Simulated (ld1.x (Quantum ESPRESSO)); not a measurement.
## Mo: excitation energies, all-electron against ultrasoft

ld1.x (Quantum ESPRESSO) 7.5 input, shortened:

```
&input
   title='Mo', zed=42., rel=1, dft='PBE', iswitch=3,
   config='[Kr] 4d5 5s1 5p0'
 /
 &inputp
   pseudotype=3, tm=.true., lloc=-2, rcloc=2.15,
   nlcc=.true., rcore=1.55,
   which_augfun='PSQ', rmatch_augfun_nc=.true.
 /
6
4S  1  0   2.00   0.00  1.65  1.95  0.0
5S  2  0   1.00   0.00  1.65  1.95  0.0
4P  2  1   6.00   0.00  1.65  1.90  0.0
5P  3  1   0.00   0.00  1.65  1.90  0.0
4D  3  2   5.00   0.00  1.65  2.25  0.0
4D  3  2   0.00   0.25  1.65  2.25  0.0
 &test
   configts(1)='4s2 4p6 4d5 5s1 5p0'
 /
```

Energies are relative to the spin-unpolarised reference configuration 4s2 4p6 4d5 5s1 5p0; without spin polarisation the order of configurations can differ from experiment.

| valence configuration | charge | ΔE all-electron (eV) | error AE − PS (meV) |
| --- | --- | --- | --- |
| 4s2 4p6 4d5 5s0 5p0 | +1 | 6.890 | -6.0 |
| 4s2 4p6 4d4 5s0 5p0 | +2 | 22.352 | -2.7 |
| 4s2 4p6 4d3 5s0 5p0 | +3 | 49.096 | +1.2 |
| 4s2 4p6 4d4 5s1 5p0 | +1 | 8.064 | -3.6 |
| 4s2 4p6 4d4 5s1 5p1 | 0 | 3.740 | +1.5 |
| 4s2 4p6 4d5.5 5s0.5 5p0 | 0 | 0.280 | -4.1 |
| 4s2 4p5 4d5 5s1 5p0 | +1 | 43.967 | -32 |
